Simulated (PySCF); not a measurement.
**ReOF3 at several levels of theory**

Computed with PySCF 2.14.0 (density fitting, no spin-orbit coupling) at the geometry relaxed with BP86:

```xyz
5
ReOF3 (singlet)
Re    0.0472    0.0000    0.0357
O     1.6860    0.0000    0.4778
F    -0.0834    1.7728   -0.4396
F    -1.7898    0.0000    0.4573
F    -0.0834   -1.7728   -0.4396
```

| level | basis | state | HOMO (eV) | gap (eV) | charge on Re1 (e) | dipole about the centre of mass (D) | largest force component (eV/Å) |
| --- | --- | --- | --- | --- | --- | --- | --- |
| BP86 | Re def2-SVP with ECP60, O def2-SVP, F def2-SVP | singlet | -6.53 | 0.78 | 0.98 | 0.07 | 0.02 |
| B3LYP | the same | singlet | -7.89 | 2.84 | 1.17 | 0.18 | 0.87 |
| BP86 | Re def2-TZVP with ECP60, O def2-TZVP, F def2-TZVP | singlet | -6.59 | 0.75 | 1.18 | 0.10 | 0.14 |
| BP86 | Re x2c-SVPall, O x2c-SVPall, F x2c-SVPall | singlet | -6.79 | 0.69 | 0.84 | 0.07 | 0.83 |

Charges are Mulliken's, which hang on the basis. The relaxation used the grid (50, 194), these runs (75, 302) or, all-electron (x2c bases, spin-free X2C Hamiltonian), (99, 590).

Task: A further run in the first row's basis gives HOMO (eV) -8.16, gap (eV) 3.31, charge on Re1 (e) 1.22, dipole about the centre of mass (D) 0.20, largest force component (eV/Å) 1.67. Which level was it?
A. PBE
B. TPSS
C. PBE0

Result: C. The others give HOMO -6.41 eV (PBE); -6.58 eV (TPSS).

In the first row's basis the gap widens with exact exchange: 0.8 to 1.0 eV for BP86, PBE, TPSS (none); 2.8 to 3.3 eV for B3LYP, PBE0 (a fixed share).

The gap of the closed shell is small, and it wasn't tested for a lower spin-broken solution at this geometry.

Small gap, closed shell not tested for a spin-broken solution: PBE, BP86 (small-core/TZVP), BP86 (x2c-SVP).
